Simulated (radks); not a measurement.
Results of a calculation; reference values are marked as such.
Problem. Ionisation of Pd, [Kr] 4d10, to Pd+, [Kr] 4d9, under several functionals. Scalar-relativistic Kohn-Sham, spin-polarised, spherical densities, finite nucleus; open shells are filled with parallel spins first (spin-orbit coupling, left out, can overturn this in heavy ions); a radial shooting solver on a logarithmic mesh with Libxc functionals. Known Delta-SCF values: AM05 8.935 eV. What does exchange-only r2SCAN give, and what is its highest occupied eigenvalue?

Solution. 7.872 eV by Delta-SCF; the 4d eigenvalue is -3.102 eV. NIST: 8.337 eV (measured).
